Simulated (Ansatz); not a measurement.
Species: AlH, charge 1, doublet. AlH+ (parent SMILES [AlH], doublet).
B3LYP-D3(BJ)/def2-TZVP minimum from Ansatz (a program for electronic structure):
```
Al
H 1 1.6229
```
Charge +1, spin multiplicity 2.

Total energies in cc-pV(T+d)Z, 3 correlated electrons, 5 frozen orbitals. UHF or UKS for unpaired electrons; spin-orbit terms are left out. Correlated methods leave the cores frozen. No relativity. Full CI freezes restricted core orbitals and the other rows unrestricted ones, which leaves a small offset even where coupled cluster is exact. The spin of HAl+ (parent SMILES [AlH], doublet) was assumed, and the state is the lowest solution found for it.

| method | program | energy (Eh) | error against FCI (mEh) |
|---|---|---|---|
| HF | Ansatz | -242.19641 | 46.61 |
| MP2 | Ansatz | -242.22959 | 13.44 |
| CCSD | Ansatz | -242.24223 | 0.80 |
| CCSD(T) | Ansatz | -242.24283 | 0.20 |
| CCSDT | Ansatz | -242.24307 | -0.05 |
| FCI | Ansatz | -242.24303 | 0.00 |
